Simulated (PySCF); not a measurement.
Compound: C5H8O3SSi.
Atom-mapped SMILES: `[O:1]=[CH:2][O:3]/[CH:4]=[CH:5]/[Si@@H:6]1[O:7][CH2:8][CH2:9][S:10]1`

Definitions: NICS(0) = −σiso at the ring centroid; NICS(1) = −σiso and NICS(1)zz = −σzz at ±1 Å along the ring normal z. Level: GIAO PBE0/pcSseg-1 (PySCF, non-relativistic, gas phase) on the GFN2-xTB geometry, one conformer.

Ring bond lengths (Å), with Mayer bond orders in brackets: Si6–O7 1.627 (0.98), O7–C8 1.403 (0.89), C8–C9 1.521 (1.02), C9–S10 1.825 (0.99), S10–Si6 2.152 (0.95).

Problem. What do the NICS probes read (ppm)?

Solution. 
| ring | type | NICS(0) | NICS(1), two faces | NICS(1)zz, two faces | rms pucker (Å) | centre to ring atoms, mean (Å) |
| --- | --- | --- | --- | --- | --- | --- |
| Si6–O7–C8–C9–S10 | 5-membered ring with O, S and Si; formal bonds all single | -8.2 | -3.9 / -3.7 | -4.8 / -3.4 | 0.18 | 1.42 |

Problem. What do they say, and how far can they be read as aromaticity?

Solution. 
- Si6–O7–C8–C9–S10: mean NICS(1)zz -4.1 ppm, shielded. Si6, C8, C9 have four or more neighbours; no verdict on aromaticity is drawn.

Problem. At the first NICS(1) probe listed for ring Si6–O7–C8–C9–S10, 1 Å off the ring, what do the in-plane components average?

Solution. The isotropic value is a third of the trace: (3 × -3.9 − (-4.8))/2 = -3.4 ppm.

Problem. How shielded are the nuclei of the rings and their hydrogens (means over atoms taken as equivalent)?

Solution. 
```json
{"atoms": "Si6", "environment": "oxygen-bound silicon", "σ isotropic (ppm)": "338.4", "principal values of the symmetric part, first atom (ppm)": "298.1, 339.4, 377.5"}
{"atoms": "O7", "environment": "silyl ether oxygen", "σ isotropic (ppm)": "291.4", "principal values of the symmetric part, first atom (ppm)": "239.5, 267.5, 367.4"}
{"atoms": "C8", "environment": "sp3 carbon bound to oxygen", "σ isotropic (ppm)": "116.6", "principal values of the symmetric part, first atom (ppm)": "82.6, 112.8, 154.3"}
{"atoms": "C9", "environment": "sp3 carbon bound to sulfur", "σ isotropic (ppm)": "148.5", "principal values of the symmetric part, first atom (ppm)": "113.5, 163.4, 168.7"}
{"atoms": "S10", "environment": "sulfur bonded to C and Si", "σ isotropic (ppm)": "645.6", "principal values of the symmetric part, first atom (ppm)": "557.0, 582.1, 797.7"}
{"atoms": "H on Si6", "environment": "Si–H hydrogen", "σ isotropic (ppm)": "25.99", "principal values of the symmetric part, first atom (ppm)": "22.4, 23.0, 32.6"}
{"atoms": "H on C8", "environment": "methylene hydrogen", "σ isotropic (ppm)": "27.82", "principal values of the symmetric part, first atom (ppm)": "22.1, 26.7, 34.7"}
{"atoms": "H on C8", "environment": "methylene hydrogen", "σ isotropic (ppm)": "27.23", "principal values of the symmetric part, first atom (ppm)": "22.1, 26.1, 33.4"}
{"atoms": "H on C9", "environment": "methylene hydrogen", "σ isotropic (ppm)": "28.46", "principal values of the symmetric part, first atom (ppm)": "22.1, 26.4, 36.9"}
{"atoms": "H on C9", "environment": "methylene hydrogen", "σ isotropic (ppm)": "28.83", "principal values of the symmetric part, first atom (ppm)": "23.2, 26.4, 37.0"}
```
